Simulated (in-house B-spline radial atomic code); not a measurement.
# Pb XXII (Pb21+): [He] 2s1 2p6 3s2 3p6 3d10 4s2 4p6 4d10 4f14 5s2 (with a hole in an inner shell)

Computed with a B-spline radial code for spherical atoms: Dirac-Hartree-Fock, average of configuration, Fermi nucleus of rms radius 5.5012 fm.

Z_r = [3n² - l(l+1)]/(2<r>); Z_e = n√(-2ε); the last column is Slater's effective charge. Values are occupation-weighted means over j. An effective charge above Z reflects the relativistic contraction of the inner shells.

| shell | electrons | ε (eV) | <r> (bohr) | Z_r | Z_e | Slater |
| --- | --- | --- | --- | --- | --- | --- |
| 1s | 2 | -89473 | 0.01605 | 93.44 | 81.09 | 81.70 |
| 2s | 1 | -16752 | 0.06683 | 89.79 | 70.18 | 78.20 |
| 2p | 6 | -14605 | 0.06057 | 82.55 | 65.53 | 78.20 |
| 3s | 2 | -4494.6 | 0.1722 | 78.39 | 54.53 | 71.60 |
| 3p | 6 | -3872.7 | 0.1733 | 72.12 | 50.61 | 71.60 |
| 3d | 10 | -3170.3 | 0.1577 | 66.58 | 45.79 | 61.85 |
| 4s | 2 | -1441.7 | 0.3783 | 63.43 | 41.18 | 55.25 |
| 4p | 6 | -1227.7 | 0.3996 | 57.55 | 38.00 | 55.25 |
| 4d | 10 | -958.79 | 0.416 | 50.48 | 33.58 | 43.85 |
| 4f | 14 | -664.44 | 0.4202 | 42.83 | 27.95 | 32.45 |
| 5s | 2 | -603.52 | 0.7676 | 48.85 | 33.30 | 27.45 |

The least bound orbital is 5s1/2 at -603.5 eV, and it is also the most diffuse (<r> = 0.7676 bohr). The part-filled 2s shell lies below the filled 5s shell in orbital energy.

Spin-orbit splittings of the orbital energies (j = l + 1/2 above j = l - 1/2 when positive): 2p 2217 eV, 3p 507.7 eV, 3d 109.5 eV, 4p 128.2 eV, 4d 24.96 eV, 4f 5.935 eV.

For the 1s electron the small component carries 9.78 % of the norm, the zero-frequency Breit interaction raises the level by 333.9 eV, self-energy by 223 eV, and vacuum polarisation lowers it by 47.57 eV.
